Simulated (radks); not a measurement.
Results of a calculation; reference values are marked as such.
Coulomb parameter of the 4d shell of the palladium ion Pd+ in the model configuration [Kr] 4d8 5s1, as a second difference U = [E(n + 0.5) + E(n - 0.5) - 2 E(n)] / (0.5)^2 with all orbitals relaxed. "Bare": the charge of the atom changes with n. "Screened": the 5s shell takes up the change at fixed total charge, which measures U(4d,4d) + U(5s,5s) - 2 U(4d,5s). Level of theory: scalar-relativistic Kohn-Sham, PBE, spin-unpolarised, spherical densities, finite nucleus; Fermi nuclear charge, rms radius 4.5318 fm (a radial shooting solver on a logarithmic mesh with Libxc functionals).

| case | configuration | E - E(n) (eV) |
|---|---|---|
| start | [Kr] 4d8 5s1 | 0.000 |
| bare +0.5 | [Kr] 4d8.5 5s1 | -7.483 |
| bare -0.5 | [Kr] 4d7.5 5s1 | 10.567 |
| screened +0.5 | [Kr] 4d8.5 5s0.5 | -2.506 |
| screened -0.5 | [Kr] 4d7.5 5s1.5 | 3.022 |

U(bare) = 12.337 eV, U(screened by 5s) = 2.064 eV, against the Slater integral F0(4d,4d) = 17.698 eV with frozen orbitals.
